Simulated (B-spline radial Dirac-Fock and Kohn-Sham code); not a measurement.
## K-line shifts caused by a second vacancy in Ga⁷⁺

System: the Ga⁷⁺ ion, [Ar] 3d6.

Input of the calculation (task.json; shells as n, l, electrons):

```json
{"items": [{
  "Z": 31,
  "q": 7,
  "cfg": [[1, 0, 2], [2, 0, 2], [2, 1, 6], [3, 0, 2], [3, 1, 6], [3, 2, 6]],
  "A": 69,
  "rrms": 3.9973,
  "do": ["binding", "quiet", "double"]
}]}
```

Command: `python xray_run.py task.json out`

Calculated with a radial atomic solver, using ΔSCF Dirac-Fock with Breit, self-energy and vacuum polarisation, finite nucleus, configuration average. Each two-hole energy is an average over J within one jj subconfiguration, not an observable level; in light atoms, where LS coupling holds, the j-resolved values are not observed lines, and for a K spectator the Kα1 hypersatellite is nearly forbidden. Correlation energy is missing from these numbers.

Lines without a spectator: Kα2 (K-L2) 9221.7 eV, Kα1 (K-L3) 9248.8 eV, Kβ3 (K-M2) 10277.7 eV, Kβ1 (K-M3) 10281.7 eV. Shifts in eV with one spectator hole (a dash: not computed, or left out as unreliable):

| spectator hole | Kα2 | Kα1 | Kβ3 | Kβ1 |
| --- | --- | --- | --- | --- |
| L2 (2p1/2) | +32.3 | +39.7 | – | +90.6 |
| L3 (2p3/2) | +36.0 | +34.7 | +86.5 | – |
| M2 (3p1/2) | – | +3.71 | +9.98 | +12.13 |
| M3 (3p3/2) | +3.30 | – | +11.43 | +10.92 |

**Question.** Where does the K-L3 hypersatellite lie, emitted when both K electrons are missing?

**Answer.** +334.6 eV from the normal line, at 9583.4 eV. Removing both K electrons costs 21544.6 eV, which is 461.5 eV more than twice the K binding energy.

With n spectator holes in 2p, averaged over the 2p shell (energies in eV):

| n | KαLⁿ | step | hypersatellite KαʰLⁿ |
| --- | --- | --- | --- |
| 0 | 9239.8 | – | 9573.1 |
| 1 | 9276.0 | +36.2 | 9610.7 |
| 2 | 9313.4 | +37.4 | 9649.4 |
| 3 | 9352.0 | +38.6 | 9689.3 |
| 4 | 9391.9 | +39.9 | 9730.5 |
| 5 | 9433.0 | +41.1 | 9772.9 |

Run: 26 s of CPU time on 1 thread of Neoverse-N1 (shared host), peak memory 0.37 GiB.
